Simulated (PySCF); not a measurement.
## Partial charges of (H2B-mu-NH2)2

Species: (H2B-mu-NH2)2.
Z-matrix (Å and degrees, PBE0-D3(BJ)/def2-SVP geometry), rows numbered from 1:
```
B 
H   1  1.2184
H   1  1.2183  2  114.72
N   1  1.5966  2  111.81  3  -128.87
B   4  1.5974  1   87.41  2  -114.43
H   5  1.2181  4  111.92  1   114.55
H   5  1.2184  4  111.85  1  -115.13
N   5  1.5972  4   92.59  1    -0.29
H   4  1.0158  1  115.08  2   129.12
H   4  1.0156  1  115.16  2     2.27
H   8  1.0158  1  115.13  2  -128.98
H   8  1.0157  1  115.03  2    -2.13
```

Density: PBE0/pcSseg-1 (PySCF); schemes: Mulliken, IAO, Hirshfeld and ESP-fitted. One conformer (not necessarily the lowest) at the PBE0-D3(BJ)/def2-SVP geometry, without solvent, vibrations or thermal averaging.

Tabulate the Mulliken, IAO, Hirshfeld and ESP-fitted charges.

In e:

```json
{"atom": "B1", "environment": "boron bonded to 2 N and 2 H", "Mulliken": "+0.062", "IAO": "-0.088", "Hirshfeld": "+0.032", "ESP-fitted": "+0.090"}
{"atom": "H2", "environment": "hydrogen on B1", "Mulliken": "-0.020", "IAO": "-0.021", "Hirshfeld": "-0.093", "ESP-fitted": "-0.141"}
{"atom": "H3", "environment": "hydrogen on B1", "Mulliken": "-0.020", "IAO": "-0.021", "Hirshfeld": "-0.093", "ESP-fitted": "-0.146"}
{"atom": "N4", "environment": "nitrogen bonded to 2 B and 2 H", "Mulliken": "-0.458", "IAO": "-0.425", "Hirshfeld": "-0.136", "ESP-fitted": "-0.256"}
{"atom": "B5", "environment": "boron bonded to 2 N and 2 H", "Mulliken": "+0.062", "IAO": "-0.088", "Hirshfeld": "+0.032", "ESP-fitted": "+0.082"}
{"atom": "H6", "environment": "hydrogen on B5", "Mulliken": "-0.020", "IAO": "-0.021", "Hirshfeld": "-0.093", "ESP-fitted": "-0.140"}
{"atom": "H7", "environment": "hydrogen on B5", "Mulliken": "-0.021", "IAO": "-0.021", "Hirshfeld": "-0.093", "ESP-fitted": "-0.142"}
{"atom": "N8", "environment": "nitrogen bonded to 2 B and 2 H", "Mulliken": "-0.458", "IAO": "-0.425", "Hirshfeld": "-0.136", "ESP-fitted": "-0.275"}
{"atom": "H9", "environment": "hydrogen on N4", "Mulliken": "+0.218", "IAO": "+0.278", "Hirshfeld": "+0.145", "ESP-fitted": "+0.230"}
{"atom": "H10", "environment": "hydrogen on N4", "Mulliken": "+0.218", "IAO": "+0.278", "Hirshfeld": "+0.145", "ESP-fitted": "+0.228"}
{"atom": "H11", "environment": "hydrogen on N8", "Mulliken": "+0.218", "IAO": "+0.278", "Hirshfeld": "+0.145", "ESP-fitted": "+0.238"}
{"atom": "H12", "environment": "hydrogen on N8", "Mulliken": "+0.219", "IAO": "+0.278", "Hirshfeld": "+0.145", "ESP-fitted": "+0.232"}
```

Mean size of the charges over all atoms: IAO 0.185 e, ESP-fitted 0.183 e, Mulliken 0.166 e, Hirshfeld 0.108 e. Each set sums to the total charge, 0, to within 0.001 e. The Hirshfeld scheme weights the molecular density at each point by an atom's share of the summed free-atom densities. The IAO scheme counts the electrons in orthogonalised intrinsic atomic orbitals, a minimal basis polarised so that it spans the occupied orbitals exactly.

Lowest charge. All schemes pick atoms of one kind: Mulliken N4 and N8 (-0.458); IAO N4 and N8 (-0.425); Hirshfeld N4 and N8 (-0.136); ESP-fitted N8 (-0.275).

Highest charge. All schemes pick atoms of one kind: Mulliken H12 (+0.219); IAO H9, H10, H11 and H12 (+0.278); Hirshfeld H9, H10, H11 and H12 (+0.145); ESP-fitted H11 (+0.238).

Sum the charges by element.

| element | atoms | Mulliken | IAO | Hirshfeld | ESP-fitted |
| --- | --- | --- | --- | --- | --- |
| B | 2 | +0.123 | -0.177 | +0.063 | +0.172 |
| H | 8 | +0.793 | +1.027 | +0.208 | +0.358 |
| N | 2 | -0.916 | -0.850 | -0.272 | -0.530 |

How many electrons does the Hirshfeld scheme count on N4?

Z − q = 7 − (-0.136) = 7.136.
